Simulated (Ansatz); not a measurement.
A nudged elastic band was laid between two geometries of ClGeH3 (5 atoms, charge 0, multiplicity 1).

The calculation used RKS r2SCANh-D4/def2-SVP (Ansatz).

```json
{
  "movable images": "5",
  "climbing image": "yes",
  "spring": "5.0 eV/Å²",
  "optimiser": "quadratic models (default)",
  "start path": "through a guess of the saddle point",
  "force threshold": "0.05 eV/Å",
  "iteration limit": "60",
  "end points": "relaxed"
}
```

Image 0:

```xyz
5
Properties=species:S:1:pos:R:3
Ge 0.268 0.020 0.190
H 0.239 -0.038 1.717
H 1.699 -0.038 -0.346
H -0.479 1.244 -0.339
Cl -0.767 -1.733 -0.542
```

Image 6:

```xyz
5
Properties=species:S:1:pos:R:3
Ge 0.164 0.109 -0.924
H 0.955 0.153 1.271
H 1.550 -0.104 0.853
H -0.720 1.026 0.036
Cl -0.989 -1.731 -0.557
```

**Question.** What changes between the two ends?

**Answer.** Bonds broken: Ge1–H2, Ge1–H3. Bonds formed: H2–H3. ClGeH3 becomes ClGeH + H2.

**Question.** Give the energies along the band, and the barrier.

**Answer.** The run converged. The highest image is number 4 of 0 to 6, 2.45 eV above the first end and 1.01 eV above the last; the last end lies 1.44 eV above the first. A vibrational analysis at the climbing image gives one clearly imaginary mode, 1184i cm⁻¹: a first-order saddle point. The orbitals stay closed-shell, which can raise the energy where a bond breaks towards radicals; this wasn't checked here.

```
image  path coordinate (Å)  energy (eV)  Ge1–H2 (Å)  Ge1–H3 (Å)  H2–H3 (Å)
    0                 0.00         0.00        1.53        1.53       2.53
    1                 0.32         0.24        1.50        1.52       2.24
    2                 0.64         0.97        1.51        1.51       1.94
    3                 0.96         1.96        1.59        1.50       1.64
    4                 1.28         2.45        1.73        1.55       1.34
    5                 1.74         1.64        1.96        1.80       0.85
    6                 2.20         1.44        2.33        2.26       0.77
```

**Question.** What is the geometry of the highest image?

**Answer.** 
```xyz
5
Properties=species:S:1:pos:R:3
Ge 0.299 0.042 -0.470
H 0.547 0.096 1.240
H 1.573 -0.101 0.405
H -0.588 1.209 -0.025
Cl -0.871 -1.792 -0.470
```

**Question.** What are the harmonic wavenumbers there?

**Answer.** 1184i, 416, 503, 578, 637, 937, 1549, 2125, 2177 cm⁻¹.

Run time: 3.3 min on 1 thread of Arm Neoverse V1, with other jobs on the host, peak memory 0.14 GiB.
